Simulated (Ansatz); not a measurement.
`CC(C)(C)[O][Zn][F]`, 16 atoms. The species carries charge 0 and has multiplicity 1. For Zn the d shell is correlated and the shells below it are frozen. Scalar relativity is left out up to krypton. All runs use 2 threads of an AMD EPYC 7R13 on a shared host and a share of an NVIDIA H100 80 GB. Correlated methods freeze the cores. Open-shell runs search over several starts.

(1) How many basis functions does each run have, and how long does it take in Ansatz? UKS PBE-D4/def2-TZVPP energy of the cation; UKS ωB97X-V/def2-TZVPP energy of the cation; UKS r2SCAN-D4/def2-TZVPP energy of the cation; RKS revPBE-D4/def2-TZVPP energy; UKS ωB97M-V/def2-TZVPP energy of the cation; RKS PBE0-D4/def2-SVP energy; RKS ωB97M-V/def2-SVP energy; UKS PBE0-D4/def2-TZVPP energy of the cation; RKS CAM-B3LYP-D4/def2-TZVPP energy; UHF-MP2 with 3s3p of Cu, Zn/def2-QZVPP energy of the cation; RHF-CCSD(T) with 3s3p of Cu, Zn/def2-SVP energy; UHF-CCSD(T) with 3s3p of Cu, Zn/def2-TZVPP energy of the cation. (An estimate is asked.)

Answers

(1) Computed: Other jobs shared the machine, so times are rough.

```
                                     level                   job  functions  wall time  peak host memory (GiB)
                      RKS PBE0-D4/def2-SVP                energy        160      2.7 s                    0.83
  RHF-CCSD(T) with 3s3p of Cu, Zn/def2-SVP                energy        160      4.3 s                    0.79
                  RKS revPBE-D4/def2-TZVPP                energy        376      4.3 s                     0.9
               RKS CAM-B3LYP-D4/def2-TZVPP                energy        376        5 s                    0.92
                      RKS ωB97M-V/def2-SVP                energy        160        5 s                    0.92
                    UKS PBE0-D4/def2-TZVPP  energy of the cation        376       23 s                    0.99
                     UKS PBE-D4/def2-TZVPP  energy of the cation        376       24 s                       1
                  UKS r2SCAN-D4/def2-TZVPP  energy of the cation        376       30 s                     1.1
                    UKS ωB97X-V/def2-TZVPP  energy of the cation        376       32 s                     1.2
    UHF-MP2 with 3s3p of Cu, Zn/def2-QZVPP  energy of the cation        712       35 s                     1.5
                    UKS ωB97M-V/def2-TZVPP  energy of the cation        376       39 s                     1.3
UHF-CCSD(T) with 3s3p of Cu, Zn/def2-TZVPP  energy of the cation        376    8.6 min                     1.8
```
